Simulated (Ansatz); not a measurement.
Compare A (`[OH][GeH]([SiH3])[SiH3]`) with its isomer B (`[SiH3][O][GeH2][SiH3]`).

Gas-phase electronic energies from Ansatz, PBE0-D4/def2-TZVP geometries. CCSD(T)/CBS adds triple-zeta CCSD(T) − MP2 to the extrapolated MP2 energy (def2 sets, frozen cores). DFT in def2-TZVPP. B3LYP here is the variant with VWN-RPA as its local correlation; programs differ in this. For Ge outer-core shells are correlated without core-valence functions, which leaves a few kJ/mol of doubt a bond. Scalar relativity is left out up to krypton. One conformer a species, not always the lowest.

(1) Which isomer does CCSD(T)/CBS put lower? Give the gap. (An estimate is asked.)

(2) Give E(B) − E(A) in kJ/mol with B3LYP-D4, MP2/def2-TZVPP, PBE-D4, r2SCAN-D4, HF/def2-TZVPP, CCSD/def2-TZVPP, CCSD(T)/def2-TZVPP. (Estimate.)

Largest T1 diagnostic: 0.013.

## Answers

(1) The calculation gave: B, by 84.4 kJ/mol.

(2) Ansatz gave: B3LYP-D4 -83.5, MP2/def2-TZVPP -90.2, PBE-D4 -60.4, r2SCAN-D4 -78.5, HF/def2-TZVPP -113.3, CCSD/def2-TZVPP -89.5, CCSD(T)/def2-TZVPP -85.9. None reverses the order clearly.

In def2-TZVPP, CCSD(T) changes the Hartree–Fock value by +27.4 kJ/mol (the triples alone add +3.6 kJ/mol) and MP2 by +23.1 kJ/mol. From PBE to PBE0 (25 % exact exchange), in def2-TZVPP and without D4, E(B) − E(A) moves by −8.9 kJ/mol.
